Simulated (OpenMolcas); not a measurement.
An OpenMolcas run meant for B2+ (ANO-L-VQZP, non-relativistic; inactive shells 1s; intended active space 1 electron in 9 orbitals (RAS2 2s 2p; RAS3 3d, at most 1 electron)). One step of its input:

```
&CASPT2
Multistate=1 1
Frozen=20 20
IPEA=0.25
Imaginary=0.1
MaxIter=60
WThr=0.0 0.3 0.05
PrWF=0.5
NoMix
```

Lines from the output:

```
|       MOLCAS_SOURCE = <dir>
  |    MOLCAS_STRUCTURE = 0
  |
   ------------------------------------------------------------------------------------------
++ ---------   Input file   ---------
>>> COPY JOB001 $Project.JobIph
&CASPT2
Multistate=1 1
Frozen=20 20
IPEA=0.25
Imaginary=0.1
MaxIter=60
WThr=0.0 0.3 0.05
PrWF=0.5
NoMix
-- ----------------------------------
>>> COPY JOB001 a.JobIph
*** symbolic link created: INPORB -> a.RasOrb
--- Start Module: caspt2 at  ---
()()()()()()()()()()()()()()()()()()()()()()()()()()()()()()()()()()()()()()()()()()()()()()()()()()
                                              &CASPT2
                                   only a single process is used
                       available to each process: 2.3 GB of memory, 1 thread
()()()()()()()()()()()()()()()()()()()()()()()()()()()()()()()()()()()()()()()()()()()()()()()()()()
 ###    WARNING: User changed nr of frozen orbitals.                         ###
 ###    ERROR: Too many frozen orbitals!                                     ###
--- Stop Module: caspt2 at  /rc=_RC_INPUT_ERROR_ ---
.####################.
.# User input error #.
.####################.
```

**Question.** What is wrong with the input?

**Answer.** More orbitals are frozen than there are inactive ones.
